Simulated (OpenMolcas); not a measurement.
# Ag VI: effect of the active space

| Item | Value |
| --- | --- |
| Program | OpenMolcas 26.06 |
| Method | SS-CASPT2 or its RAS form, IPEA 0.25 Eh, imaginary shift 0.1 Eh |
| Basis | ANO-RCC-VTZP |
| Scalar Hamiltonian | DKH2, point nucleus |
| Spin-orbit coupling | RASSI with atomic mean-field integrals over the reference wave functions, term energies averaged over their components |

A. 6 electrons in 5 orbitals (4d); 2S+1 = 5 even, 5 roots; 2S+1 = 3 even, 45 roots; 2S+1 = 1 even, 50 roots; closed shells correlated: 4s 4p; CASPT2 step roughly 23 core-seconds
B. 12 electrons in 8 orbitals (RAS1 4p, at most 2 holes; RAS2 4d); 2S+1 = 5 even, 5 roots; 2S+1 = 3 even, 45 roots; 2S+1 = 1 even, 49 roots; closed shells correlated: 4s; CASPT2 step roughly 50 core-seconds
C. 6 electrons in 10 orbitals (4d 5d); 2S+1 = 5 even, 5 roots; 2S+1 = 3 even, 45 roots; 2S+1 = 1 even, 49 roots; closed shells correlated: 4s 4p; CASPT2 step about 30 core-minutes

Energies in cm⁻¹ above 4d⁶ ⁵D₄, the measured ground level; measured values from the list in Gamrath, thesis, University of Mons (2023).

```csv
Level,A,B,C,Measured
4d⁶ ⁵D₄,0.0,0.0,0.0,0.0
4d⁶ ⁵D₃,2570,2590,2520,2692
4d⁶ ⁵D₂,3830,3860,3750,3953
4d⁶ ⁵D₁,4780,4800,4670,4941
4d⁶ ⁵D₀,5200,5220,5080,5380
4d⁶ ³P₂(1),21800,22250,21850,21042
4d⁶ ³H₆,22760,22520,22760,21512
4d⁶ ³H₅ [73 %],23050,22880,23020,21812
4d⁶ ³F₃(1) [73 %],25510,25620,25480,24441
4d⁶ ³F₂(1),26450,26800,26440,25306
4d⁶ ³P₁(1),28830,29460,28910,28232
4d⁶ ³G₅ [73 %],29050,29010,29040,27958
4d⁶ ³P₀(1) [73 %],29550,30000,29620,
4d⁶ ³G₄,30780,30790,30740,29660
4d⁶ ³G₃ [74 %],31420,31530,31360,30361
4d⁶ ³D₂,33990,34240,33970,32650
4d⁶ ³D₁,34720,35020,34710,33558
4d⁶ ³D₃,34830,35180,34850,33509
4d⁶ ¹I₆,35930,35550,35890,34194
4d⁶ ¹G₄(1),38910,38980,38950,37481
4d⁶ ¹D₂(1),43180,43680,43280,41372
4d⁶ ¹F₃,46880,47100,46850,44724
4d⁶ ³P₀(2),52600,52940,52900,
4d⁶ ³P₁(2),54040,54190,54000,51664
```

Deviations, from unrounded energies. A percentage is the sum of absolute deviations over the sum of measured energies, with the sign that they share, or ± where signs differ.

```csv
Against measurement,Levels,A,B,C
mean absolute deviation (cm-1),21,1100,1200,1100
fine structure of the ground term (%),4,-3.4,-2.9,-5.6
other terms of the ground configuration (%),17,+4.2,+4.7,+4.2
```

A, C lie about equally close to measurement and B furthest from it. The largest miss of A in the table is 4d⁶ ³P₁(2), by +2400 cm-1. The ranking rests on the paired levels alone, and a cruder setting can come out closer through cancelling errors.

The spin-orbit steps hold different terms of 4d⁶ (B lacks a ¹S; C lacks a ¹S), which shifts levels as well.

The two smallest mean deviations differ by little beside CASPT2's spread within terms, so their order carries little weight.

Among A to C the level of the table that moves most is 4d⁶ ³P₁(1), by 630 cm-1 (lowest in A, highest in B). Moves below CASPT2's spread within the term are not significant.

Term energies are means over components that CASPT2 splits; among the terms shown or strongly mixed into the levels shown the widest spread is 230 cm-1 (4d⁶ ³F(2), A). Active for correlation alone: 4p; no level in the range computed is led by a configuration that opens it, so any true level of that kind is missing (holds for B). Active for correlation alone: 5d; no level in the range computed is led by a configuration that fills it, so any true level of that kind is missing (holds for C). Computed and measured levels are paired by configuration, term and J; levels that our copy of the source lacks, or whose pairing is in doubt (as where it misses far off the trend of its configuration), stay unpaired and out of the deviations. Only configurations of the active space appear. Levels that lie high or do not pair safely by name in every column are left out.

A share in square brackets marks a mixed level and gives the weight of the term that names it, the lowest over the columns. A number in round brackets counts repeated terms of one configuration in the order of the reference energies.
